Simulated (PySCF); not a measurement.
# Calculated properties of `CC[SiH2][SiH2]C(F)(F)F`

C3H9F3Si2.
Cartesian coordinates in Å at the GFN2-xTB level; atoms count from 1:
```xyz
17
C3H9F3Si2 angstrom
C     -2.5177    0.4440    0.5230
C     -1.7240   -0.8556    0.4499
Si    -0.2755   -0.7692   -0.7889
Si     1.1732    0.9137   -0.1015
C      2.9513    0.1201   -0.1575
F      3.9393    0.9518    0.2216
F      3.0482   -0.9651    0.6441
F      3.2791   -0.3099   -1.3976
H     -2.9584    0.6770   -0.4434
H     -1.8794    1.2771    0.8134
H     -3.3232    0.3653    1.2509
H     -2.3995   -1.6645    0.1695
H     -1.3488   -1.1021    1.4450
H     -0.8248   -0.4711   -2.1218
H      0.3701   -2.0869   -0.8545
H      1.1267    1.3912    1.2859
H      1.3564    2.0963   -0.9480
```

Some functional groups and rings: CF3 group, C–F bond, Si–H bond and C–Si bond.

From GFN2-xTB geometry:

- Point group of the GFN2-xTB geometry: C1
- Rotational constants A, B, C of the GFN2-xTB geometry: 2.850, 0.631, 0.600 GHz

From CAM-B3LYP/def2-SVPD ground state and vertical TDDFT (core frozen in the response) (PySCF):

* Dipole moment: 3.69 D
* HOMO energy: -9.95 eV
* LUMO energy: 0.15 eV
* HOMO–LUMO gap: 10.10 eV
* Lowest singlet excitation: 6.90 eV (180 nm, f = 0.031)
* Strongest line among the 8 lowest singlet transitions: S7 at 8.35 eV (148 nm, f = 0.101)
* Lowest triplet excitation (Tamm–Dancoff): 6.01 eV
* Static isotropic polarisability: 95.0 au
* Electronic spatial extent ⟨r²⟩ about the centre of nuclear charge: 1913 bohr²

From PBE0/pcSseg-1 ground state and GIAO shieldings, non-relativistic (PySCF):

- Lowest Hirshfeld atomic charge: -0.15 e on C2
- Highest Hirshfeld atomic charge: +0.26 e on Si3
- 13C chemical shifts (computed TMS as zero) by class: 142.5 (C5), 13.6 (C1), 5.3 (C2) ppm
- 1H chemical shifts (computed TMS as zero) by class: 4.19 (H14/H15), 4.10 (H16/H17), 1.09 (H9/H10/H11), 0.95 (H12/H13) ppm
- Isotropic shieldings of nuclei other than C and H, by class: 235 (F6/F7/F8), 417 (Si3), 420 (Si4) ppm
- Mayer bond orders between heavy atoms: C1–C2 1.05, C2–Si3 0.92, Si3–Si4 0.88, Si4–C5 0.81, C5–F6 0.98, C5–F7 0.96, C5–F8 0.96

Monoisotopic mass from the formula: 158.0195 u.

 The largest Löwdin shares of the HOMO are 0.24 on Si3, 0.23 on C2, 0.19 on Si4 and 0.06 on C5. The polarisability is 14.07 Å³ as a volume (1 au = 0.148185 Å³), or 1.16 au for each of the 82 electrons. The dipole matches unit charges of opposite sign 0.77 Å apart (1 e·Å = 4.8032 D). The rotational constants make it an asymmetric top with κ = (2B − A − C)/(A − C) = -0.97, nearer the prolate limit (−1).

One conformer (not necessarily the lowest) at the GFN2-xTB geometry, without solvent or vibrations. NMR classes are plain means over equivalent atoms (diastereotopic ones count apart unless rotation or inversion swaps them), as if these changed places fast; in this geometry the members of some classes differ.
